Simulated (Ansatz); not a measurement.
`C=C([SiH3])C[SiH3]` + `CC1C=C1` → `[SiH3]C1C=C1` + `C=C([SiH3])CC` at 500 K and 1 bar (formal exchange of groups at the Si–C bond).

Isolated molecules relaxed with PBE0-D4/def2-TZVP in Ansatz; ΔE leaves out vibrations. CCSD(T)/CBS adds triple-zeta CCSD(T) − MP2 to the extrapolated MP2 energy (def2 sets, frozen cores). Each species was taken in one conformer, which may not be the lowest.

```json
{"species": "`C=C([SiH3])C[SiH3]`", "CCSD(T)/CBS energy (Eh)": "-698.30281", "H − E (kJ/mol)": "347.1", "S (J/(mol·K))": "457.9"}
{"species": "`CC1C=C1`", "CCSD(T)/CBS energy (Eh)": "-155.72298", "H − E (kJ/mol)": "254.9", "S (J/(mol·K))": "328.9"}
{"species": "`[SiH3]C1C=C1`", "CCSD(T)/CBS energy (Eh)": "-406.73557", "H − E (kJ/mol)": "225.7", "S (J/(mol·K))": "363.7"}
{"species": "`C=C([SiH3])CC`", "CCSD(T)/CBS energy (Eh)": "-447.28557", "H − E (kJ/mol)": "377.3", "S (J/(mol·K))": "428.5"}
```

H − E and S are ideal-gas, rigid-rotor, harmonic terms from PBE0-D4/def2-TZVP, for one conformer and one mirror image of each species. 1 Eh = 2625.50 kJ/mol, R = 8.31446 J/(mol·K).

By hand: ΔE, ΔH, ΔS and ΔG.

ΔE = (-406.73557) + (-447.28557) − (-698.30281) − (-155.72298) = 0.00465 Eh = 12.2 kJ/mol. Δ(H − E) = 225.7 + 377.3 − 347.1 − 254.9 = 1.0, so ΔH = 13.2 kJ/mol. ΔS = 363.7 + 428.5 − 457.9 − 328.9 = 5.4 J/(mol·K). ΔG = 13.2 − 500 × (5.4)/1000 = 10.5 kJ/mol.

By hand: the equilibrium constant, and the temperature at which ΔG would vanish if ΔH and ΔS stayed fixed.

log₁₀ K = −ΔG/(RT ln 10) = -1.1. ΔG = 0 at ΔH/ΔS = 2444 K, though so small a ΔS makes that figure unsure.

The number of gas molecules stays the same, so ΔS is small and ΔH decides. A doubt of 5 kJ/mol in ΔE shifts log₁₀ K by 0.5 here. Other conformers and mirror images would add mixing entropy, several J/(mol·K) or more a flexible species. Modes under 60 cm⁻¹, often nearly free rotors, make the harmonic entropy too high. These are equilibria of isolated gas molecules and say nothing of rates. Largest T1 diagnostic: 0.011 (customary marks: 0.02 for closed shells, 0.045 for open ones).
